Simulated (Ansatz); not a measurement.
Computed with Ansatz on PBE0-D4/def2-TZVP structures; ΔE is electronic, products minus reactants. CCSD(T)/CBS adds triple-zeta CCSD(T) − MP2 to the extrapolated MP2 energy (def2 sets, frozen cores). Functionals use def2-TZVPP. Each species was taken in one conformer, which may not be the lowest.

Reaction (formal exchange of groups at the Si–C bond): `N=CC[SiH3]` + `O[SiH2]F` → `O[SiH](F)[SiH3]` + `CC=N`

```
             level  ΔE (eV)
            B97M-V    -0.02
RPA@PBE/def2-TZVPP     0.09
```

Question: What does CCSD(T)/CBS give? (Best estimate.)

Answer: Ansatz gave: +0.07 eV. The listed levels differ from it by -0.09, 0.02 eV.

Largest T1 diagnostic among the species: 0.013.

Leaving LDA and LC-ωPBE aside and taking each functional with its dispersion term where it has one, the values, not all of them listed here, spread over 0.16 eV, from PBE-D4 to ωB97M-V. LDA lies +0.04 eV from PBE without D4. From BLYP to BHLYP (50 % exact exchange), in def2-TZVPP and without D4, ΔE moves by +0.08 eV.
